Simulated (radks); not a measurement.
All-electron atom: Ta V in [Kr] 4d10 4f14 5s1 5p6 5d1 6s1 (not the ground configuration).

Calculated with a radial shooting solver on a logarithmic mesh with Libxc functionals: Dirac Kohn-Sham, PBE, spin-unpolarised, spherical densities, finite nucleus; open shells are shared between the two j in proportion to 2j + 1; Fermi nuclear charge, rms radius 5.3507 fm.

Energy parts (eV):
part                       energy
total                  -424977.61
kinetic                 476854.42
electron-nucleus      -1056314.89
Hartree                 163071.58
exchange-correlation     -8588.72

Orbitals (lengths in bohr, moments of r in powers of bohr; r(max) is where P^2 peaks):
orbital	occ.	eigenvalue (eV)	<r^4>	<r>	r(max)	<r^2>
1s1/2	2	-67306.06	6.210e-07	0.01867	0.01168	0.0004789
2s1/2	2	-11599.23	0.00009341	0.07835	0.06705	0.007318
2p1/2	2	-11089.75	0.00005639	0.06487	0.04993	0.005233
2p3/2	4	-9819.553	0.00008123	0.07271	0.05666	0.006436
3s1/2	2	-2695.992	0.003464	0.2043	0.1889	0.04786
3p1/2	2	-2469.073	0.003065	0.1942	0.1770	0.04397
3p3/2	4	-2195.599	0.004017	0.2088	0.1908	0.05059
3d3/2	4	-1811.749	0.002742	0.1829	0.1497	0.03931
3d5/2	6	-1752.172	0.002978	0.1874	0.1535	0.04113
4s1/2	2	-590.0374	0.08227	0.4588	0.4294	0.2379
4p1/2	2	-496.3969	0.09035	0.4645	0.4295	0.2459
4p3/2	4	-433.4783	0.1187	0.4976	0.4588	0.2818
4d3/2	4	-279.4292	0.1549	0.5164	0.4565	0.3093
4d5/2	6	-267.8671	0.1689	0.5278	0.4658	0.3230
4f5/2	6	-76.1799	0.5484	0.6232	0.4387	0.4869
4f7/2	8	-74.1707	0.5860	0.6327	0.4437	0.5023
5s1/2	1	-121.6058	2.484	1.080	0.9827	1.308
5p1/2	2	-93.6056	3.656	1.179	1.052	1.566
5p3/2	4	-84.0229	4.868	1.267	1.130	1.809
5d3/2	0.4	-46.1812	15.04	1.641	1.393	3.076
5d5/2	0.6	-45.1102	16.32	1.676	1.424	3.207
6s1/2	1	-39.1975	63.15	2.458	2.290	6.720

The highest occupied level is 6s1/2 at -39.197 eV. The density falls to 0.001 e/bohr^3 at r = 3.62 bohr. Summed over all electrons, <r^2> = 34.60 bohr^2, which gives a Langevin (diamagnetic) susceptibility term of -27.4 x 10^-6 cm^3/mol.
